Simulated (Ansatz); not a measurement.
`NB(F)[CH2][GeH3]` + `N=C1O[SiH2]1` → `[GeH3]/[N]=C1\O[SiH2]1` + `CB(N)F`  (ligand exchange at a Ge–C bond)

Calculated with Ansatz (gas phase, PBE0-D4/def2-TZVP geometries, no zero-point term in ΔE). CBS: MP2 limit from def2 TZ/QZ plus the TZ coupled-cluster correction, frozen cores. Functionals use def2-TZVPP. B3LYP here is the variant with VWN-RPA as its local correlation; programs differ in this. For Ge outer-core shells are correlated without core-valence functions, which leaves a few kJ/mol of doubt a bond. Scalar relativity is left out up to krypton. Each species was taken in one conformer, which may not be the lowest.

| level | ΔE (kJ/mol) | difference from CCSD(T)/CBS |
| --- | --- | --- |
| PBE-D4 | -17.2 | 1.5 |
| r2SCAN-D4 | -19.8 | -1.1 |
| B3LYP-D4 | -24.2 | -5.5 |
| B2PLYP | -25.6 | -6.9 |
| PBE | -17.1 | 1.6 |
| B3LYP | -24.0 | -5.3 |
| MP2/def2-TZVPP | -24.1 | -5.4 |
| CCSD/def2-TZVPP | -19.6 | -0.9 |
| CCSD(T)/def2-TZVPP | -20.4 | -1.7 |
| MP2/CBS(def2) | -22.4 | -3.7 |
| CCSD(T)/CBS | -18.7 | 0 |

Largest T1 diagnostic among the species: 0.017.

In def2-TZVPP, CCSD(T) changes the Hartree–Fock value by +7.3 kJ/mol (the triples alone add −0.8 kJ/mol) and MP2 by +3.6 kJ/mol.
